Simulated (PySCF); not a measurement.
NbF5, SMILES [F][Nb]([F])([F])([F])[F], multiplicity 1.

The structure is a stationary point at B3LYP-D3(BJ)/def2-SVP. The multiplicity is an assumed one; other spin states were not compared. The isomer is the one that the SMILES or the coordinates give; other isomers of the formula were not compared. The def2 effective core potentials stand for the cores of Nb; spin–orbit coupling is left out.

Calculation: TDDFT-B3LYP/def2-SVPD run with PySCF 2.14.0.

Vertical excitations; the highest root listed may be one member of a degenerate set. Isolated molecule, no solvent. State labels are in the subgroup C2v.

**Question.** Give excitation energies, oscillator strengths and character. (An estimate is asked for; the answer gives what the named calculation found.)

**Answer.** 
```json
[
 {"state": "S1", "symmetry": "B1", "energy (eV)": "6.60", "λ (nm)": "188", "f": "0.000", "main pairs": "HOMO→LUMO+1 50 %, HOMO−1→LUMO 50 %"},
 {"state": "S2", "symmetry": "B1", "energy (eV)": "6.72", "λ (nm)": "184", "f": "0.001", "main pairs": "HOMO−1→LUMO, HOMO→LUMO+1, HOMO−2→LUMO+1 (degenerate set)"},
 {"state": "S3", "symmetry": "A1", "energy (eV)": "6.72", "λ (nm)": "184", "f": "0.001", "main pairs": "HOMO→LUMO, HOMO−1→LUMO+1, HOMO−2→LUMO (degenerate set)"},
 {"state": "S4", "symmetry": "A1", "energy (eV)": "6.78", "λ (nm)": "183", "f": "0.007", "main pairs": "HOMO−2→LUMO (degenerate set)"},
 {"state": "S5", "symmetry": "B1", "energy (eV)": "6.79", "λ (nm)": "183", "f": "0.007", "main pairs": "HOMO−2→LUMO+1 (degenerate set)"},
 {"state": "S6", "symmetry": "A2", "energy (eV)": "6.80", "λ (nm)": "182", "f": "0.000", "main pairs": "HOMO−4→LUMO 50 %, HOMO−3→LUMO+1 50 %"},
 {"state": "S7", "symmetry": "A2", "energy (eV)": "6.91", "λ (nm)": "179", "f": "0.000", "main pairs": "HOMO−3→LUMO+1, HOMO−4→LUMO (degenerate set)"},
 {"state": "S8", "symmetry": "B2", "energy (eV)": "6.91", "λ (nm)": "179", "f": "0.000", "main pairs": "HOMO−3→LUMO, HOMO−4→LUMO+1 (degenerate set)"},
 {"state": "S9", "symmetry": "A2", "energy (eV)": "7.61", "λ (nm)": "163", "f": "0.000", "main pairs": "HOMO−5→LUMO, HOMO−6→LUMO, HOMO−7→LUMO+1 (degenerate set)"},
 {"state": "S10", "symmetry": "B2", "energy (eV)": "7.61", "λ (nm)": "163", "f": "0.000", "main pairs": "HOMO−5→LUMO+1, HOMO−7→LUMO, HOMO−6→LUMO+1 (degenerate set)"},
 {"state": "T1", "symmetry": "A1", "energy (eV)": "6.16", "λ (nm)": "201", "f": "0", "main pairs": "HOMO→LUMO 50 %, HOMO−1→LUMO+1 49 %"},
 {"state": "T2", "symmetry": "A1", "energy (eV)": "6.33", "λ (nm)": "196", "f": "0", "main pairs": "HOMO−1→LUMO+1, HOMO→LUMO (degenerate set)"},
 {"state": "T3", "symmetry": "B1", "energy (eV)": "6.33", "λ (nm)": "196", "f": "0", "main pairs": "HOMO→LUMO+1, HOMO−1→LUMO (degenerate set)"},
 {"state": "T4", "symmetry": "B2", "energy (eV)": "6.43", "λ (nm)": "193", "f": "0", "main pairs": "HOMO−3→LUMO 49 %, HOMO−4→LUMO+1 49 %"}
]
```
Triplets are in the Tamm–Dancoff approximation, which puts them higher than full response would, so one can lie above its singlet here.
